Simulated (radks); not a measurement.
Values are calculated unless marked as measured or tabulated.
Coherent X-ray form factor from a spherical all-electron density. Code: a radial shooting solver on a logarithmic mesh with Libxc functionals. Model: non-relativistic Kohn-Sham, PBE, spin-polarised, spherical densities, point nucleus.

sin(theta)/lambda (1/angstrom)  f0 (electrons)
0.05                                    58.327
0.1                                     56.435
0.15                                    53.653
0.2                                     50.396
0.25                                    47.033
0.3                                     43.819
0.4                                     38.243
0.5                                     33.745
0.6                                     29.987
0.8                                     24.007
1                                       19.871
1.25                                    16.651
1.5                                     14.440
2                                       10.671

The species is in the configuration that NIST lists as its ground one. Which atom or ion scatters so?

Answer. The samarium ion Sm3+, [Xe] 4f5. Extrapolating in s^2 from the first two rows gives f0(0) = 59.0, near the electron count 59; among species with that count, the fall with angle is slower the higher Z, and the table is that of Z = 62; from so few rows the species is fixed only to a neighbour or two.
